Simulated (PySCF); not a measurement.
Do core-level shifts follow atomic charges?

Species: C₃H₆F₂S₂Si.
Numbering: `[F:1][CH:2]([F:3])[C@@H:4]1[CH2:5][S:6][SiH2:7][S:8]1`

Binding energies: PySCF, delta-SCF UKS SCAN, pcX-2 on the ionised atom, pcseg-1 elsewhere, spin-free X2C. Charges: PBE0/pcSseg-1 ground-state density, for the ionised atom.

| atom | environment | C 1s (eV) | Mulliken (e) | IAO (e) | Hirshfeld (e) | ESP (e) |
| --- | --- | --- | --- | --- | --- | --- |
| C5 | sp3 carbon bound to sulfur | 291.99 | -0.269 | -0.334 | -0.072 | -0.386 |
| C4 | sp3 carbon bound to sulfur | 292.14 | -0.487 | -0.215 | -0.048 | -0.463 |
| C2 | CHF2 carbon | 295.70 | +0.622 | +0.446 | +0.134 | +0.408 |

**Question.** Give the correlation coefficient and slope of binding energy on charge for each scheme.

**Answer.** Hirshfeld: r = 1.00, slope 18.6 eV per e; IAO: r = 0.99, slope 5.0 eV per e; ESP: r = 0.99, slope 4.3 eV per e; Mulliken: r = 0.98, slope 3.5 eV per e. On 3 points no scheme stands out.

**Question.** The point-charge model writes a binding energy as kq + V + constant, with V the potential of the other atoms' charges at the site. What does it give with the ESP charges?

**Answer.** V = Σ 14.40 eV Å × q/r over all other atoms: +4.19 eV at C5, +5.03 eV at C4, -5.62 eV at C2. Fitting binding energy − V to q gives k = 16.6 eV per e and leaves an rms residual of 0.24 eV, against 0.20 eV for the fit on q alone. The model has no term for differences in relaxation between sites.

The structure is a single PBE0-D3(BJ)/def2-SVP conformer in the gas phase; no vibrational or solvent corrections.
